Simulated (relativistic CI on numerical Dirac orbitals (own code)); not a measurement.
Calculated at this level of theory: Dirac-Coulomb-Breit CI, KLI orbitals optimised for each configuration, model QED (radiative potential, 1s self-energy scaled to tabulated hydrogen-like ionisation energies), valence Slater integrals scaled by 0.85, P86 correlation energy added to each configuration (own radial code, finite nucleus).

Configuration list (outside the closed core [Ar]): 4s2, 4s 4p, 4s 3d, 4s 5s, 3d 4p, 4s 5p, 4s 4d, 4p2, 3d2, 4s 6s, 4s 4f, 4s 6p, 4s 5d, 4s 7s, 3d 4d, 4s 5f, 4s 5g, 4s 7p, 4s 6d, 4d2, 4s 7d, 4p 4d, 3d 5s. Levels of other configurations are missing.

Correlation outside the listed configurations is missing or only estimated: errors of thousands of cm⁻¹ between configurations and terms are usual at this charge. Rates and lifetimes follow the computed energies and can be off by large factors. The fine structure of a lone outer electron comes out too small, for d and f at times inverted, and misplaced configurations move strength between like terms. 28 of the 28 excited levels that our extract of the measured tables holds in this range could be paired (the sources list more); they are missed by 754 cm⁻¹ on average and 1730 at most, and levels without a partner can miss by more.

Outline of the computed level scheme of Ca I. Lowest level of each configuration: 4s2 1S_0 at 0.0000 eV; 4s 4p 3P°_0 at 1.6673 eV; 4s 3d 3D_3 at 2.6999 eV; 4s 5s 3S_1 at 3.9390 eV; 3d 4p 1D°_2 at 4.4699 eV; 4s 5p 3P°_0 at 4.5514 eV; 4s 4d 1D_2 at 4.5769 eV; 4p2 3P_0 at 4.6051 eV; 4s 6s 1S_0 at 5.0807 eV.

Some strong electric-dipole decays among the lowest 36 levels: 4p2 3P_0 → 4s 4p 3P°_1 (2.5e+08 s⁻¹); 4s 4p 1P°_1 → 4s2 1S_0 (2.3e+08 s⁻¹); 4p2 3P_2 → 4s 4p 3P°_2 (1.9e+08 s⁻¹); 4s 6s 1S_0 → 4s 4p 1P°_1 (1.7e+08 s⁻¹); 4s 4d 3D_3 → 4s 4p 3P°_2 (1.4e+08 s⁻¹); 4p2 3P_1 → 4s 4p 3P°_2 (1.1e+08 s⁻¹); 4s 4d 3D_2 → 4s 4p 3P°_1 (1.0e+08 s⁻¹); 3d 4p 3P°_0 → 4s 3d 3D_1 (9.5e+07 s⁻¹).

Rates of lines that live on the mixing of spin multiplicities can be off by large factors.

LS names give the leading component of a level, which can be under half, so a name can repeat, a term be missing and a line seem to break the LS rules.
